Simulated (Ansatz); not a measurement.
`BO[C](=O)[GeH3]`. Charge 0, multiplicity 1. Geometry: relaxed with PBE0-D4/def2-TZVP.

```xyz
10

B    -1.530    1.204   -1.056
O    -0.795    0.690   -0.024
C    -0.247   -0.574   -0.062
O    -0.769   -1.480   -0.628
Ge    1.446   -0.669    0.992
H    -2.048    2.258   -0.845
H    -1.587    0.626   -2.098
H     1.123   -0.304    2.445
H     2.430    0.347    0.400
H     1.977   -2.098    0.876
```

Task: What is the dipole moment at r2SCAN/def2-TZVPP? (An estimate is asked.)

Result: The calculation gave: 1.84 D, with components (1.39, 0.84, 0.87) D in this frame, pointing from negative to positive charge.

Task: And with PBE, B3LYP, ωB97M-V? (An estimate is asked.)

Result: Ansatz gave: PBE 1.78 D, B3LYP 1.90 D, ωB97M-V 1.97 D.

Task: Give the Mulliken charges with r2SCAN, PBE, B3LYP in def2-TZVPP. (Estimate.)

Result: Ansatz gave: 
```json
{"atom": "B1", "r2SCAN": "0.13", "PBE": "0.04", "B3LYP": "0.05"}
{"atom": "O2", "r2SCAN": "-0.28", "PBE": "-0.19", "B3LYP": "-0.28"}
{"atom": "C3", "r2SCAN": "0.26", "PBE": "0.18", "B3LYP": "0.23"}
{"atom": "O4", "r2SCAN": "-0.26", "PBE": "-0.19", "B3LYP": "-0.24"}
{"atom": "Ge5", "r2SCAN": "0.12", "PBE": "0.09", "B3LYP": "0.11"}
{"atom": "H6", "r2SCAN": "0.00", "PBE": "0.01", "B3LYP": "0.03"}
{"atom": "H7", "r2SCAN": "0.01", "PBE": "0.02", "B3LYP": "0.04"}
{"atom": "H8", "r2SCAN": "0.01", "PBE": "0.01", "B3LYP": "0.02"}
{"atom": "H9", "r2SCAN": "0.01", "PBE": "0.01", "B3LYP": "0.01"}
{"atom": "H10", "r2SCAN": "0.01", "PBE": "0.02", "B3LYP": "0.02"}
```

B3LYP here is the variant with VWN-RPA as its local correlation; programs differ in this.
